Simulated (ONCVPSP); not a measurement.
**Varying the ONCV potential for gold (Au)**

Base potential:

| Quantity | Value |
| --- | --- |
| Element | gold |
| Generator | ONCVPSP 4.0.1 |
| Type | optimised norm-conserving Vanderbilt (ONCV) |
| Functional | LDA (Perdew-Zunger) |
| Relativity | fully relativistic |
| Frozen core | [Xe] 4f14 |
| Valence charge | 11 |
| Reference configuration | 5d10 6p1 |
| Partial waves | s scattering state at 0.47 Ha: rc 2.60 bohr, ncon 3, nbas 7, qcut 1.9 1/bohr, 2 projectors, debl 3.7 Ha; 6p: rc 3.30 bohr, ncon 4, nbas 8, qcut 2.9 1/bohr, 2 projectors, debl 2.6 Ha; 5d: rc 1.90 bohr, ncon 5, nbas 10, qcut 9.7 1/bohr, 2 projectors, debl 3.2 Ha |
| Local potential | polynomial inside 1.70 bohr (lpopt 5, dvloc0 1 Ha) |
| Core correction | none |

Open shells are filled in proportion to 2j + 1.

In the s channel the program set the typed energies aside and used 0.050, 3.750 Ha.

All-electron outer shells of the reference configuration (LDA (Perdew-Zunger), scalar-relativistic, ld1.x):

| shell | level (eV) | outermost node (bohr) | outermost maximum (bohr) |
| --- | --- | --- | --- |
| 5p | -62.22 | 0.52 | 0.96 |
| 5d | -9.19 | 0.56 | 1.21 |
| 6p | -2.01 | 1.32 | 3.34 |

Cutoffs, loose and tight: the cutoffs (Ha) at which the residual kinetic energy of the hardest occupied pseudo-wave falls to 1 and 0.1 mHa per electron. They do not see the model core or the augmentation charge, which bear on the density cutoff. Test errors are all-electron minus pseudo excitation energies from the reference, over the configurations 5d10 6s1 6p0; 5d10 6p0; 5d9 6p0; 5d9 6s2 6p0. A dash means not determined; rows that change the core or the reference have their own tests.

A true bound ghost makes a file unfit for plane-wave use even where its test errors are small: the radial tests pick states by their node count and pass the ghost by.

| change | outcome | cutoff, loose | cutoff, tight | bound ghosts | GHOST(+) flags above zero | largest test error (meV) |
| --- | --- | --- | --- | --- | --- | --- |
| base | generated, projector energies reset by the program | 22 Ha | 26 Ha | none | s, p3/2, p1/2 | +225 |
| d: qcut 11.3 | generated, projector energies reset by the program | 28 Ha | 40 Ha | none | s, p3/2, p1/2 | +228 |
| p: debl 2.25 | generated, projector energies reset by the program | 22 Ha | 26 Ha | none | s, p3/2, p1/2 | +225 |
| reference 5d10 6s1; waves 6s: rc 2.60 bohr, ncon 3, nbas 7, qcut 1.9 1/bohr, 2 projectors, debl 3.7 Ha; p scattering state at 0.03 Ha: rc 3.30 bohr, ncon 4, nbas 8, qcut 2.9 1/bohr, 2 projectors, debl 2.6 Ha | generated, projector energies reset by the program | 22 Ha | 28 Ha | none | s, p3/2, p1/2 | -195 |
| local potential polynomial inside 1.70 bohr (lpopt 5, dvloc0 -1 Ha) | generated, projector energies reset by the program | 22 Ha | 26 Ha | none | s, p3/2, p1/2 | +262 |
| scalar-relativistic | generated, projector energies reset by the program | 21 Ha | 25 Ha | none | s, p | +232 |
| d: rc 1.4; local potential polynomial inside 1.40 bohr (lpopt 5, dvloc0 1 Ha) | generated, projector energies reset by the program | 21 Ha | 37 Ha | s | p3/2, p1/2 | +928 |

Task: What comes out with this change to the base: s: nproj 3?

Result: outcome: generated, projector energies reset by the program; cutoff, loose: 22 Ha; cutoff, tight: 26 Ha; bound ghosts: none; GHOST(+) flags above zero: s, p3/2, p1/2; largest test error (meV): +120.
